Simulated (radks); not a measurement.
The helium ion He+, configuration 2s1 (not the ground configuration). Calculated with a radial shooting solver on a logarithmic mesh with Libxc functionals: Dirac Kohn-Sham, PBEsol, spin-unpolarised, spherical densities, finite nucleus; Gaussian nuclear charge, rms radius 1.6755 fm.

X-ray form factor f0, the Fourier transform of the density (f0(0) = 1):

sin(theta)/lambda (1/angstrom),f0 (electrons)
0.05,0.824
0.1,0.456
0.15,0.154
0.2,0.011
0.25,-0.019
0.3,-0.005
0.4,0.029
0.5,0.036
0.6,0.031
0.8,0.018
1,0.010
1.25,0.005
1.5,0.003
2,0.001
